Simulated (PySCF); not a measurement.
Nb(OH)4 (H₄NbO₄), SMILES [OH][Nb]([OH])([OH])[OH] (connectivity only; charge and spin as stated), neutral, multiplicity 2.

Geometry: B3LYP-D3(BJ)/def2-SVP. The spin state was assumed, not searched. The def2 effective core potentials stand for the cores of Nb; spin–orbit coupling is left out. One conformer was computed; it need not be the lowest.

Computed with CAM-B3LYP/def2-TZVP run with PySCF.

The molecule is in vacuum.

Question: Estimate the frontier levels, dipole moment and polarisability. (Estimate from the structure and the level; the computed values follow.)

Answer: 
```json
{
 "α spin, highest occupied and lowest empty level": "-6.42 and 0.29 eV",
 "β spin, highest occupied and lowest empty level": "-10.25 and -0.28 eV",
 "dipole_moment": "0.00 D",
 "quadrupole, principal values (traceless, Buckingham form, about the centre of nuclear charge)": "-17.59, 3.82, 13.77 D·Å",
 "mean_static_polarisability": "54.9 bohr³ (8.13 Å³)",
 "polarisability_principal_values": "53.1, 55.0, 56.5 bohr³",
 "⟨S²⟩": "0.751 (pure state 0.75)"
}
```
